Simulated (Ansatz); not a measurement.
CH$_{7}$NOSi (`CO[SiH2]N`), relaxed with RKS PBE0-D4/def2-TZVP in the Gaussian-basis code of Ansatz from a GFN2-xTB geometry. The force threshold is 0.005 eV/Å; the program also tests the step.

Charge 0, multiplicity 1.

Start:

```xyz
11

C    -1.685   -0.318    0.780
O    -0.353    0.051    0.635
Si    0.531    0.010   -0.726
N     1.985    0.733   -0.171
H    -2.333    0.294    0.148
H    -1.835   -1.368    0.512
H    -1.966   -0.173    1.825
H     0.619   -1.376   -1.216
H    -0.015    0.864   -1.783
H     2.271    0.557    0.779
H     2.780    0.726   -0.784
```

| step | energy (eV) | largest force (eV/Å) | largest move (Å) |
| --- | --- | --- | --- |
| 1 | -12560.9604 | 0.660 | 0.000 |
| 2 | -12561.0046 | 0.226 | 0.068 |
| 3 | -12561.0146 | 0.097 | 0.058 |
| 4 | -12561.0378 | 0.280 | 0.153 |
| 5 (rejected) | -12561.0303 | 0.885 | 0.195 |
| 6 | -12561.0545 | 0.188 | 0.098 |
| 7 | -12561.0713 | 0.183 | 0.100 |
| 8 | -12561.0775 | 0.130 | 0.120 |
| 9 | -12561.0966 | 0.407 | 0.200 |
| 10 | -12561.1107 | 0.139 | 0.200 |
| 11 | -12561.1112 | 0.383 | 0.074 |
| 12 | -12561.1178 | 0.045 | 0.051 |
| 13 (rejected) | -12561.1172 | 0.322 | 0.057 |
| 14 | -12561.1189 | 0.049 | 0.027 |
| 15 | -12561.1198 | 0.079 | 0.049 |
| 16 | -12561.1204 | 0.049 | 0.024 |
| 17 | -12561.1210 | 0.055 | 0.047 |
| 18 | -12561.1213 | 0.056 | 0.023 |
| 19 | -12561.1216 | 0.044 | 0.011 |
| 20 | -12561.1219 | 0.020 | 0.028 |
| 21 | -12561.1220 | 0.018 | 0.021 |
| 22 | -12561.1220 | 0.010 | 0.013 |
| 23 | -12561.1220 | 0.005 | 0.005 |

End:

```xyz
11

C    -1.741   -0.256    0.734
O    -0.394    0.150    0.719
Si    0.568   -0.051   -0.603
N     2.149    0.523   -0.350
H    -2.330    0.264   -0.031
H    -1.840   -1.336    0.571
H    -2.163   -0.018    1.713
H     0.643   -1.504   -0.916
H    -0.025    0.703   -1.740
H     2.794    0.015    0.233
H     2.339    1.511   -0.330
```

Run time 35 s (2 threads of an AMD EPYC 7R13 on a shared host and a share of an NVIDIA H100 80 GB); peak host memory 0.83 GiB.
